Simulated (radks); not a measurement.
The numbers below are computed, except where a source is named.
The xenon ion Xe50+, 4 electrons, occupied as [He] 2s2. Level of theory: scalar-relativistic Kohn-Sham, PBEsol, spin-polarised, spherical densities, finite nucleus; Fermi nuclear charge, rms radius 4.7859 fm (a radial shooting solver on a logarithmic mesh with Libxc functionals). Some entries of the table are withheld. Estimate them.

orbital,occ.,eigenvalue (eV),<r> (bohr),<r^2> (bohr^2)
1s,2,-39371.93,(1),0.0009543
2s,2,-9508.595,(2),0.01377
2p,0,(3),(4),0.01054
3s,0,-4093.717,0.2500,(5)

Answer. 
(1) 1s <r> (bohr): 0.02654
(2) 2s <r> (bohr): 0.1084
(3) 2p eigenvalue (eV): -9107.439
(4) 2p <r> (bohr): 0.09344
(5) 3s <r^2> (bohr^2): 0.07109
